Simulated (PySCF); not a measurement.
Which functional comes closest?

Molecule: SMILES FC(F)[SiH3], CH4F2Si.

Atoms are numbered as in `[F:1][CH:2]([F:3])[SiH3:4]`. Each H is labelled by its parent atom.

Geometry PBE0-D3(BJ)/def2-SVP throughout; GIAO in PySCF 2.14.0 with density-fitted response routines, gas phase, one conformer, non-relativistic; equivalent atoms averaged; basis pcSseg-2.

Reference values (measured; G. Saielli, R. Bini, A. Bagno, Computational 19F NMR. 2. Organic compounds, RSC Adv. 2014, ESI (exp. from Berger-Braun-Kalinowski 1994 and Everett 1995)): δ(F1/F3) = -128.9 ppm vs CFCl3. Computed shifts are taken against CFCl3, calculated as an isolated molecule at each level.

Question: How do the functionals HF, LDA, PBE, BLYP, BP86, OPBE, KT2, KT3, B97-D, B3LYP, PBE0, mPW1PW91, WP04, B97-2, BHandHLYP, CAM-B3LYP, wB97X-D, LC-wPBE perform against the reference? Times are CPU seconds on shared hosts with different chips, so compare them loosely.

Answer: 
```
functional                    kind   F1/F3  abs. error F  core-s
        HF            Hartree–Fock  -120.9           8.0     5.2
       LDA                     LDA  -158.0          29.1      11
       PBE                     GGA  -154.6          25.7      14
      BLYP                     GGA  -153.9          25.0      14
      BP86                     GGA  -156.1          27.2      14
      OPBE                     GGA  -150.6          21.7      14
       KT2                     GGA  -159.2          30.3      15
       KT3                     GGA  -153.5          24.6      14
     B97-D                     GGA  -152.1          23.2      14
     B3LYP           global hybrid  -145.7          16.8     9.6
      PBE0           global hybrid  -144.4          15.5     9.5
  mPW1PW91           global hybrid  -144.3          15.4     9.5
      WP04           global hybrid  -145.2          16.3     9.8
     B97-2           global hybrid  -144.1          15.2      18
 BHandHLYP           global hybrid  -135.3           6.4     9.4
 CAM-B3LYP  range-separated hybrid  -137.8           8.9      12
   wB97X-D  range-separated hybrid  -140.1          11.2      13
   LC-wPBE  range-separated hybrid  -129.1           0.2      18
```

For $^{19}$F the closest is LC-wPBE (0.2 ppm) and the furthest KT2 (30.3 ppm). One molecule is a small sample, and vibrational and solvent effects are absent from the calculation.
